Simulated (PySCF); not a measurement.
Match the calculated data to a structure.

| technique | computed result |
| --- | --- |
| 1H NMR | chemical shifts (computed TMS as zero) by class: 2.41 (2 H), 2.32 (2 H), 1.46 (2 H), 1.28 (3 H), 1.16 (3 H) ppm [GIAO PBE0/pcSseg-1] |
| Dipole | 1.73 D [B3LYP/def2-SVPD] |
| UV, first state | lowest singlet excitation: 5.38 eV (231 nm, f = 0.005) [TDDFT B3LYP/def2-SVPD] |
| UV, strongest line | among the 8 lowest singlet transitions: S2 at 5.60 eV (221 nm, f = 0.032) [TDDFT B3LYP/def2-SVPD] |
| NMR, other nuclei | isotropic shieldings of nuclei other than C and H, by class: 510 (1 S) ppm [GIAO PBE0/pcSseg-1] |
| Triplet | lowest triplet excitation (Tamm–Dancoff): 5.04 eV [TDA B3LYP/def2-SVPD] |
| Rotational structure | rotational constants A, B, C: 5.507, 1.441, 1.353 GHz [GFN2-xTB] |
| 13C NMR | chemical shifts (computed TMS as zero) by class: 37.1 (1 C), 29.3 (1 C), 23.8 (1 C), 17.1 (1 C), 13.9 (1 C) ppm [GIAO PBE0/pcSseg-1] |

Gas-phase values; electronic properties from PySCF, density fitting. Levels stand in brackets. Geometry: GFN2-xTB, one conformer, isolated molecule. NMR values are class means; diastereotopic atoms form classes of their own.

**Question.** Which candidate is it?
A. `C1CCCSCC1` (thiepane)
B. `CCCSCC` (ethyl propyl sulfide)
C. `CCCCCS` (1-pentanethiol)

**Answer.** B. It is `CCCSCC`. Numbering: `[CH3:1][CH2:2][CH2:3][S:4][CH2:5][CH3:6]`. Its formula, C5H12S, gives 0 degrees of unsaturation, so no ring and no π bond. 5 carbons fall into 5 classes; from least to most shielded: sp3 carbon bound to sulfur [C3] (37.1 ppm), sp3 carbon bound to sulfur [C5] (29.3 ppm), chain CH2 carbon [C2] (23.8 ppm), methyl carbon [C6] (17.1 ppm), methyl carbon [C1] (13.9 ppm). Hydrogen classes from least to most shielded: 2 H on an sp3 carbon bound to sulfur, C3 (2.41 ppm, a mean of values up to 0.8 ppm apart in this geometry), 2 H on an sp3 carbon bound to sulfur, C5 (2.32 ppm), 2 H on a chain CH2 carbon, C2 (1.46 ppm), 3 H on a methyl carbon, C6 (1.28 ppm), 3 H on a methyl carbon, C1 (1.16 ppm, a mean of values up to 1.5 ppm apart in this geometry). The other shieldings belong to: 510 ppm, sulfide sulfur [S4]. The optimised geometry has point group C1 and is an asymmetric top.

The others, at the same levels:
- `CCCCCS` fails: its computed 13C shifts are 43.9 (1 C), 37.7 (1 C), 32.4 (1 C), 28.5 (1 C), 17.2 (1 C) ppm, 1H shifts are 2.37 (2 H), 1.50 (2 H), 1.39 (1 H), 1.32 (2 H), 1.14 (2 H), 1.04 (3 H) ppm and rotational constant A is 14.230 GHz (against 5.507 GHz).
- `C1CCCSCC1` fails: it has 6 carbons where the 13C data count 5; its computed 13C shifts are 43.4 (2 C), 34.9 (2 C), 29.2 (2 C) ppm, 1H shifts are 2.60 (4 H), 1.74 (4 H), 1.72 (4 H) ppm and strongest line among the 8 lowest singlet transitions is S5 at 6.36 eV (195 nm, f = 0.033) (against S2 at 5.60 eV).

Each candidate is one conformer, not necessarily the lowest. The conformers computed, where there is a choice (atom-mapped SMILES and torsion angles):
- `[CH3:1][CH2:2][CH2:3][S:4][CH2:5][CH3:6]`: C1–C2–C3–S4 65°, C2–C3–S4–C5 80°, C3–S4–C5–C6 78°
- `[CH3:1][CH2:2][CH2:3][CH2:4][CH2:5][SH:6]`: C1–C2–C3–C4 180°, C2–C3–C4–C5 180°, C3–C4–C5–S6 179°, H–S6–C5–C4 61°
